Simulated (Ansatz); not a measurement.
Coupled-cluster diagnostics for TeBr₂, Ansatz.

Geometry of the singlet (r2SCAN-D4/def2-TZVP):

```xyz
3

Te   -0.119   -1.038   -0.166
Br   -1.706    0.601    0.831
Br    1.824    0.437   -0.665
```

In the def2 sets Te takes a core potential; there is no spin–orbit coupling. Correlated methods freeze 22 core orbitals; core or outer-core shells of Te, Br are correlated, in sets that lack core-valence functions.

Estimate the CCSD(T) correlation energy, the shares of MP2 and (T), T1 and the reference's ⟨S²⟩ for: charge 0, singlet, own geometry in def2-TZVPP; and the rough time on 4 threads of Intel Xeon on a shared host.


| state | basis | correlation (eV) | MP2 share (%) | (T) share (%) | T1 | ⟨S²⟩ (pure) | wall time |
| --- | --- | --- | --- | --- | --- | --- | --- |
| charge 0, singlet, own geometry | def2-TZVPP | -27.652 | 98.5 | 3.1 | 0.009 | 0.00 (0.00) | 21 s |
Customary marks for T1 are 0.02 (closed shells), 0.045 (open shells) and about 0.05 (3d metals). T1 stays under 0.02 throughout.
